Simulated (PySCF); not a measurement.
2-(trifluoroacetyl)thiophene, C₆H₃F₃OS.
Bonds: O1–C2 (double), C2–C3, C3–C4 (aromatic), C4–C5 (aromatic), C5–C6 (aromatic), C6–S7 (aromatic), C2–C8, C8–F9, C8–F10, C8–F11, C3–S7 (aromatic). Hydrogens: H12 on C4; H13 on C5; H14 on C6.

Computed by this run: PBE0-D3(BJ)/def2-SVP geometry optimisation, gas phase (PySCF 2.14.0); density fitting, grid level 2; the optimiser is geomeTRIC in internal coordinates, started from a GFN2-xTB structure.

Step 1: E = -27267.2596 eV
```
atom  x, y, z in Å  |  force x, y, z in eV/Å
O1     -1.7275    1.9723    0.1162    0.004  -0.084  -0.010
C2     -1.3168    0.8435    0.2445    0.029   0.210  -0.035
C3      0.0958    0.4913    0.2105   -0.087  -0.101  -0.007
C4      0.7126   -0.7448    0.2763   -0.051  -0.046  -0.017
C5      2.1192   -0.6453    0.2159    0.051  -0.081   0.013
C6      2.5418    0.6602    0.1134    0.079   0.043  -0.033
S7      1.2482    1.7710    0.0735    0.018   0.027   0.004
C8     -2.3329   -0.2939    0.5153    0.262   0.402   0.192
F9     -3.5458    0.2135    0.5847   -0.128  -0.218  -0.022
F10    -2.0387   -0.8770    1.6826   -0.119  -0.115  -0.052
F11    -2.2955   -1.2265   -0.4338   -0.027  -0.076  -0.051
H12     0.1627   -1.6835    0.3565    0.021   0.024   0.013
H13     2.7977   -1.4991    0.2465   -0.009   0.024   0.010
H14     3.5706    1.0195    0.0573   -0.043  -0.009  -0.005
```

Step 2: E = -27267.2688 eV
```
atom  x, y, z in Å  |  force x, y, z in eV/Å
O1     -1.7552    1.9945    0.1420    0.193  -0.034   0.018
C2     -1.3159    0.8774    0.2704   -0.248  -0.075  -0.004
C3      0.0935    0.5123    0.2308   -0.020   0.107   0.003
C4      0.6972   -0.7309    0.3020    0.007  -0.041   0.016
C5      2.1052   -0.6519    0.2212   -0.043   0.032  -0.024
C6      2.5416    0.6475    0.0886    0.016   0.014   0.029
S7      1.2618    1.7759    0.0668    0.036  -0.010  -0.046
C8     -2.3102   -0.2872    0.5092   -0.036  -0.050   0.138
F9     -3.5520    0.1494    0.5544    0.003   0.085   0.005
F10    -2.0359   -0.9055    1.6626    0.007   0.035   0.056
F11    -2.2220   -1.1999   -0.4580    0.074  -0.078  -0.192
H12     0.1377   -1.6607    0.4053    0.015   0.005   0.003
H13     2.7735   -1.5127    0.2565   -0.004   0.003  -0.003
H14     3.5721    0.9930    0.0073    0.000   0.006   0.002
```

**Question.** Estimate the geometry and energy of step 3. (The exact step hangs on the optimiser's Hessian estimate; all steps are aligned on step 2, rigid shifts and turns removed.)

**Answer.** E = -27267.2712 eV, largest force 0.153 eV/Å
```
atom  x, y, z in Å  |  force x, y, z in eV/Å
O1     -1.7204    1.9982    0.1614   -0.147  -0.003   0.043
C2     -1.3163    0.8688    0.2879    0.071   0.051  -0.040
C3      0.0935    0.5068    0.2426    0.035  -0.114   0.011
C4      0.7020   -0.7343    0.3173    0.051   0.064   0.008
C5      2.1086   -0.6468    0.2211    0.032  -0.039   0.001
C6      2.5435    0.6519    0.0760   -0.090  -0.035   0.014
S7      1.2575    1.7727    0.0528   -0.027   0.024  -0.012
C8     -2.3222   -0.2891    0.5068   -0.060  -0.067   0.048
F9     -3.5623    0.1553    0.5368    0.036   0.078   0.004
F10    -2.0717   -0.9232    1.6574    0.030   0.065  -0.032
F11    -2.2220   -1.1887   -0.4758    0.053  -0.007  -0.044
H12     0.1496   -1.6660    0.4350    0.000  -0.009   0.001
H13     2.7800   -1.5047    0.2573    0.008  -0.012  -0.001
H14     3.5717    1.0002   -0.0172    0.007   0.003  -0.002
```

The energy changes by -0.0024 eV. The first-order estimate −F·Δx gives -0.0099 eV and the mean of the old and new forces, exact on a quadratic surface, -0.0023 eV. The step makes an angle of 75° with the force vector and moves no atom by more than 0.040 Å.

The cost below is that of the whole optimisation. Time: 1.8 min; peak memory 0.89 GiB. Hardware: Intel Xeon 6975P-C, one thread (shared host).
